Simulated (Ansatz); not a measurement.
Ansatz (a quantum-chemistry and plane-wave program) input for Si(H)2(Me)2 cation (C2H8Si), SMILES [SiH2](C)C (connectivity only; charge and spin as stated), charge +1, multiplicity 2, PBE-D3(BJ)/def2-SVP. 

Ansatz 0.2 input:
```yaml
crystal:
  periodic: [false, false, false]
  atoms:
    - {symbol: Si, position_ang: [0.02618678, -0.29132602, -0.24872640]}
    - {symbol: C, position_ang: [1.70629945, 0.66252788, -0.04683419]}
    - {symbol: C, position_ang: [-1.75473243, -0.12541926, 0.50593339]}
    - {symbol: H, position_ang: [0.42032026, -1.55599097, 0.40935323]}
    - {symbol: H, position_ang: [-0.28823462, 0.12932580, -1.63148929]}
    - {symbol: H, position_ang: [1.54945698, 1.70586026, -0.31231297]}
    - {symbol: H, position_ang: [2.48379538, 0.25169954, -0.68859877]}
    - {symbol: H, position_ang: [2.03235801, 0.58895377, 0.98817609]}
    - {symbol: H, position_ang: [-2.42869369, -0.89062649, 0.12505607]}
    - {symbol: H, position_ang: [-2.15668170, 0.85259697, 0.25017990]}
    - {symbol: H, position_ang: [-1.68833780, -0.22590626, 1.58721013]}
basis:
  gaussian:
    orbitals: def2-SVP
hamiltonian:
  xc: pbe
  dispersion: d3bj
total_charge: 1
magnetization: {spin_polarized: true, initial_magnetization: 1}
relax: {f_tol: 0.002, max_steps: 200}
```

It prints:

```
WARN ansatz: RAYON_NUM_THREADS=1 ignored (pool sized by the plan → 1); use --threads N
Functional definition: PBE
integrals: 0.03 GiB planned
976 factors; their error is unknown
mean field: 0.25 GiB planned
mean field evaluation 1: about -10042.7419 eV, gradient 6.0e1 eV
mean field evaluation 2: about -10019.5289 eV, gradient 7.8e1 eV
mean field evaluation 4: about -10060.5335 eV, gradient 3.6e0 eV
mean field evaluation 8: about -10060.6391 eV, gradient 3.5e-2 eV
mean field evaluation 16: about -10060.5879 eV, gradient 2.9e-5 eV
mean field -10060.58792239 eV, -369.7197868364 hartree, gradient 2.9e-5 eV, S^2 0.752282; 0 other end points of the search recorded, 0 dependent functions left out
the calculation of the forces begins
reference -10060.58795691 eV, -369.7197881051 hartree; 17, 16 occupied and 69, 70 virtual orbitals, 976 factors
relax step   1: F+E_penalty+E_count = -10060.77099853 eV  Δ(F+E_penalty+E_count) = +0.000e0 eV  max|allowed force component| = 8.237e-1 eV/Å  Δτ_max = 0.0000 Å  (31 SCF iters, accepted)
these checks for a lower state are left out or cut short: starts, cluster_reference, orbital_swaps, neighbouring_geometries, increment
integrals: 0.03 GiB planned
976 factors; their error is unknown
mean field: 0.25 GiB planned
mean field -10060.77021657 eV, -369.7264860239 hartree, gradient 1.3e-5 eV, S^2 0.752361; 0 other end points of the search recorded, 0 dependent functions left out
the calculation of the forces begins
reference -10060.77025080 eV, -369.7264872818 hartree; 17, 16 occupied and 69, 70 virtual orbitals, 976 factors
[...]
reference -10060.99830824 eV, -369.7348682381 hartree; 17, 16 occupied and 69, 70 virtual orbitals, 976 factors
relax step  16: F+E_penalty+E_count = -10061.18834438 eV  Δ(F+E_penalty+E_count) = -4.775e-3 eV  max|allowed force component| = 1.055e-1 eV/Å  Δτ_max = 0.0510 Å  (30 SCF iters, accepted)
these checks for a lower state are left out or cut short: starts, cluster_reference, orbital_swaps, neighbouring_geometries, increment
integrals: 0.03 GiB planned
976 factors; their error is unknown
mean field: 0.25 GiB planned
mean field evaluation 128: about -10061.0043 eV, gradient 2.6e-1 eV
mean field -10061.00512987 eV, -369.7351189283 hartree, gradient 1.3e-5 eV, S^2 0.752504; 0 other end points of the search recorded, 0 dependent functions left out
the calculation of the forces begins
reference -10061.00516384 eV, -369.7351201770 hartree; 17, 16 occupied and 69, 70 virtual orbitals, 976 factors
relax step  17: F+E_penalty+E_count = -10061.19652724 eV  Δ(F+E_penalty+E_count) = -8.183e-3 eV  max|allowed force component| = 2.819e-1 eV/Å  Δτ_max = 0.1102 Å  (30 SCF iters, accepted)
these checks for a lower state are left out or cut short: starts, cluster_reference, orbital_swaps, neighbouring_geometries, increment
integrals: 0.03 GiB planned
976 factors; their error is unknown
mean field: 0.25 GiB planned
mean field -10061.00798452 eV, -369.7352238350 hartree, gradient 1.9e-5 eV, S^2 0.752812; 0 other end points of the search recorded, 0 dependent functions left out
the calculation of the forces begins
reference -10061.00801819 eV, -369.7352250722 hartree; 17, 16 occupied and 69, 70 virtual orbitals, 976 factors
relax step  18: F+E_penalty+E_count = -10061.20109660 eV  Δ(F+E_penalty+E_count) = -4.569e-3 eV  max|allowed force component| = 4.077e-1 eV/Å  Δτ_max = 0.1100 Å  (30 SCF iters, accepted)
these checks for a lower state are left out or cut short: starts, cluster_reference, orbital_swaps, neighbouring_geometries, increment
integrals: 0.03 GiB planned
976 factors; their error is unknown
mean field: 0.25 GiB planned
mean field -10060.81774667 eV, -369.7282327228 hartree, gradient 1.4e-5 eV, S^2 0.752924; 0 other end points of the search recorded, 0 dependent functions left out
the calculation of the forces begins
reference -10060.81777990 eV, -369.7282339441 hartree; 17, 16 occupied and 69, 70 virtual orbitals, 976 factors
relax step  19: F+E_penalty+E_count = -10061.00830123 eV  Δ(F+E_penalty+E_count) = +1.928e-1 eV  max|allowed force component| = 2.040e0 eV/Å  Δτ_max = 0.1559 Å  (41 SCF iters, rejected (line search))
these checks for a lower state are left out or cut short: starts, cluster_reference, orbital_swaps, neighbouring_geometries, increment
integrals: 0.03 GiB planned
976 factors; their error is unknown
mean field: 0.25 GiB planned
mean field -10061.03858352 eV, -369.7363483275 hartree, gradient 1.2e-5 eV, S^2 0.752884; 0 other end points of the search recorded, 0 dependent functions left out
the calculation of the forces begins
reference -10061.03861702 eV, -369.7363495588 hartree; 17, 16 occupied and 69, 70 virtual orbitals, 976 factors
relax step  20: F+E_penalty+E_count = -10061.23206580 eV  Δ(F+E_penalty+E_count) = -3.097e-2 eV  max|allowed force component| = 3.603e-1 eV/Å  Δτ_max = 0.0759 Å  (31 SCF iters, accepted)
these checks for a lower state are left out or cut short: starts, cluster_reference, orbital_swaps, neighbouring_geometries, increment
integrals: 0.03 GiB planned
976 factors; their error is unknown
mean field: 0.25 GiB planned
mean field evaluation 160: about -10061.0493 eV, gradient 2.8e-4 eV
mean field -10061.04928287 eV, -369.7367415215 hartree, gradient 1.6e-5 eV, S^2 0.752960; 0 other end points of the search recorded, 0 dependent functions left out
the calculation of the forces begins
reference -10061.04931629 eV, -369.7367427495 hartree; 17, 16 occupied and 69, 70 virtual orbitals, 976 factors
relax step  21: F+E_penalty+E_count = -10061.24350232 eV  Δ(F+E_penalty+E_count) = -1.144e-2 eV  max|allowed force component| = 2.257e-1 eV/Å  Δτ_max = 0.0478 Å  (30 SCF iters, accepted)
these checks for a lower state are left out or cut short: starts, cluster_reference, orbital_swaps, neighbouring_geometries, increment
integrals: 0.03 GiB planned
976 factors; their error is unknown
mean field: 0.25 GiB planned
mean field -10061.05587084 eV, -369.7369836247 hartree, gradient 1.1e-5 eV, S^2 0.752967; 0 other end points of the search recorded, 0 dependent functions left out
the calculation of the forces begins
reference -10061.05590431 eV, -369.7369848548 hartree; 17, 16 occupied and 69, 70 virtual orbitals, 976 factors
relax step  22: F+E_penalty+E_count = -10061.25090065 eV  Δ(F+E_penalty+E_count) = -7.398e-3 eV  max|allowed force component| = 1.021e-1 eV/Å  Δτ_max = 0.0420 Å  (31 SCF iters, accepted)
these checks for a lower state are left out or cut short: starts, cluster_reference, orbital_swaps, neighbouring_geometries, increment
integrals: 0.03 GiB planned
976 factors; their error is unknown
mean field: 0.25 GiB planned
mean field -10061.05769323 eV, -369.7370505962 hartree, gradient 2.2e-5 eV, S^2 0.753010; 0 other end points of the search recorded, 0 dependent functions left out
the calculation of the forces begins
reference -10061.05772671 eV, -369.7370518266 hartree; 17, 16 occupied and 69, 70 virtual orbitals, 976 factors
relax step  23: F+E_penalty+E_count = -10061.25207391 eV  Δ(F+E_penalty+E_count) = -1.173e-3 eV  max|allowed force component| = 1.028e-1 eV/Å  Δτ_max = 0.0185 Å  (30 SCF iters, accepted)
these checks for a lower state are left out or cut short: starts, cluster_reference, orbital_swaps, neighbouring_geometries, increment
integrals: 0.03 GiB planned
976 factors; their error is unknown
mean field: 0.25 GiB planned
mean field -10061.05827611 eV, -369.7370720170 hartree, gradient 2.2e-5 eV, S^2 0.752975; 0 other end points of the search recorded, 0 dependent functions left out
the calculation of the forces begins
reference -10061.05830956 eV, -369.7370732461 hartree; 17, 16 occupied and 69, 70 virtual orbitals, 976 factors
relax step  24: F+E_penalty+E_count = -10061.25296812 eV  Δ(F+E_penalty+E_count) = -8.942e-4 eV  max|allowed force component| = 4.422e-2 eV/Å  Δτ_max = 0.0127 Å  (30 SCF iters, accepted)
these checks for a lower state are left out or cut short: starts, cluster_reference, orbital_swaps, neighbouring_geometries, increment
integrals: 0.03 GiB planned
976 factors; their error is unknown
mean field: 0.25 GiB planned
mean field -10061.05851042 eV, -369.7370806277 hartree, gradient 2.3e-5 eV, S^2 0.752981; 0 other end points of the search recorded, 0 dependent functions left out
the calculation of the forces begins
reference -10061.05854388 eV, -369.7370818573 hartree; 17, 16 occupied and 69, 70 virtual orbitals, 976 factors
relax step  25: F+E_penalty+E_count = -10061.25311020 eV  Δ(F+E_penalty+E_count) = -1.421e-4 eV  max|allowed force component| = 1.727e-2 eV/Å  Δτ_max = 0.0044 Å  (24 SCF iters, accepted)
these checks for a lower state are left out or cut short: starts, cluster_reference, orbital_swaps, neighbouring_geometries, increment
integrals: 0.03 GiB planned
976 factors; their error is unknown
mean field: 0.25 GiB planned
mean field evaluation 192: about -10061.0584 eV, gradient 1.2e-1 eV
mean field -10061.05852852 eV, -369.7370812926 hartree, gradient 1.4e-5 eV, S^2 0.752984; 0 other end points of the search recorded, 0 dependent functions left out
the calculation of the forces begins
reference -10061.05856197 eV, -369.7370825221 hartree; 17, 16 occupied and 69, 70 virtual orbitals, 976 factors
relax step  26: F+E_penalty+E_count = -10061.25314820 eV  Δ(F+E_penalty+E_count) = -3.800e-5 eV  max|allowed force component| = 2.605e-3 eV/Å  Δτ_max = 0.0038 Å  (26 SCF iters, accepted)
these checks for a lower state are left out or cut short: starts, cluster_reference, orbital_swaps, neighbouring_geometries, increment
integrals: 0.03 GiB planned
976 factors; their error is unknown
mean field: 0.25 GiB planned
mean field -10061.05852202 eV, -369.7370810539 hartree, gradient 2.1e-5 eV, S^2 0.752983; 0 other end points of the search recorded, 0 dependent functions left out
the calculation of the forces begins
reference -10061.05855548 eV, -369.7370822833 hartree; 17, 16 occupied and 69, 70 virtual orbitals, 976 factors
relax step  27: F+E_penalty+E_count = -10061.25315214 eV  Δ(F+E_penalty+E_count) = -3.935e-6 eV  max|allowed force component| = 5.936e-4 eV/Å  Δτ_max = 0.0026 Å  (23 SCF iters, accepted)
these checks for a lower state are left out or cut short: starts, cluster_reference, orbital_swaps, neighbouring_geometries, increment
integrals: 0.03 GiB planned
976 factors; their error is unknown
mean field: 0.25 GiB planned
mean field -10061.05851669 eV, -369.7370808579 hartree, gradient 1.2e-5 eV, S^2 0.752983; 0 other end points of the search recorded, 0 dependent functions left out
the calculation of the forces begins
reference -10061.05855014 eV, -369.7370820874 hartree; 17, 16 occupied and 69, 70 virtual orbitals, 976 factors
relax step  28: F+E_penalty+E_count = -10061.25315391 eV  Δ(F+E_penalty+E_count) = -1.774e-6 eV  max|allowed force component| = 1.178e-3 eV/Å  Δτ_max = 0.0030 Å  (23 SCF iters, accepted)
integrals: 0.03 GiB planned
976 factors; their error is unknown
mean field: 0.25 GiB planned
mean field evaluation 224: about -10061.0585 eV, gradient 8.5e-4 eV
mean field -10061.05851669 eV, -369.7370808579 hartree, gradient 1.3e-5 eV, S^2 0.752983; 2 other end points of the search recorded, 0 dependent functions left out
the calculation of the forces begins
reference -10061.05855014 eV, -369.7370820874 hartree; 17, 16 occupied and 69, 70 virtual orbitals, 976 factors
Total energy: -10061.25318736 eV, -369.7442348733 hartree
Atom 0 at     0.059799    -0.585937    -0.507457 Å, force    -0.000383     0.001178    -0.000319 eV/Å
Atom 1 at     1.325571     0.756508     0.161622 Å, force    -0.000435     0.000307     0.000990 eV/Å
Atom 2 at    -1.410617     0.114320     0.588212 Å, force     0.000923     0.000754     0.000069 eV/Å
Atom 3 at     0.448168    -1.962473    -0.090350 Å, force     0.000241    -0.000893     0.000391 eV/Å
Atom 4 at    -0.208783    -0.410856    -1.962480 Å, force     0.000108     0.000063     0.000358 eV/Å
Atom 5 at     1.044835     1.781337    -0.138332 Å, force     0.000160    -0.000190    -0.000265 eV/Å
Atom 6 at     2.136033     0.319986    -0.486200 Å, force     0.000380    -0.000291    -0.000526 eV/Å
Atom 7 at     1.529733     0.636252     1.240023 Å, force     0.000021     0.000062    -0.000364 eV/Å
Atom 8 at    -2.097876    -0.676309     0.176348 Å, force    -0.000597    -0.000331    -0.000222 eV/Å
Atom 9 at    -1.704882     1.135127     0.287481 Å, force    -0.000324    -0.000342     0.000090 eV/Å
Atom 10 at    -1.220245    -0.006258     1.669079 Å, force    -0.000094    -0.000317    -0.000201 eV/Å
Dipole moment:    -0.007072     0.069005     0.059700 e Å
```

The run converged.
